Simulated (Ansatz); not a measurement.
The same path of CH$_{6}$N$_{2}$SSi$_{2}$ (12 atoms, charge 0, multiplicity 1) was run twice with different band settings. The coordinate that changes most is the dihedral S1–C2–N3–Si4.

Method: RKS PBE/cc-pVDZ in Ansatz 0.2.0.

Relaxed end points:

```xyz
12
Properties=species:S:1:pos:R:3
S 1.930 -2.443 0.126
C 1.626 -0.913 0.716
N 0.562 -0.190 0.317
Si -0.255 1.414 0.562
N -1.412 0.806 -0.614
Si -0.656 -0.794 -0.902
H 2.292 -0.433 1.463
H -0.753 1.630 1.972
H 0.595 2.594 0.149
H -2.247 1.233 -1.010
H -0.121 -0.992 -2.294
H -1.484 -1.967 -0.451
```

```xyz
12
Properties=species:S:1:pos:R:3
S 2.503 0.031 1.851
C 1.636 -0.869 0.748
N 0.510 -0.404 0.173
Si -0.183 1.247 0.528
N -1.434 0.735 -0.651
Si -0.782 -0.854 -1.021
H 1.955 -1.887 0.443
H -0.691 1.441 1.932
H 0.665 2.406 0.077
H -2.244 1.228 -1.024
H -0.257 -1.079 -2.421
H -1.602 -2.052 -0.602
```

Common settings: movable images 9; climbing image yes; spring 5.0 eV/Å²; optimiser quadratic models (default); start path IDPP; force threshold 0.05 eV/Å; end points relaxed.

| run | iteration limit |
| --- | --- |
| 1 | 50 |
| 2 | 6 |

(1) What does each run give, and how far can it be trusted?

Answers

(1) Run 1: converged after 18 iterations, highest image 0.859 eV above the first end. A vibrational analysis at the climbing image gives one clearly imaginary mode, 183i cm⁻¹: a first-order saddle point.
Run 2: not converged after 6 iterations, highest image 0.894 eV above the first end. The band didn't meet its force threshold, so its energies are provisional: the largest band force was still 0.13 eV/Å, and over the last iterations the top stayed at 0.90 eV.
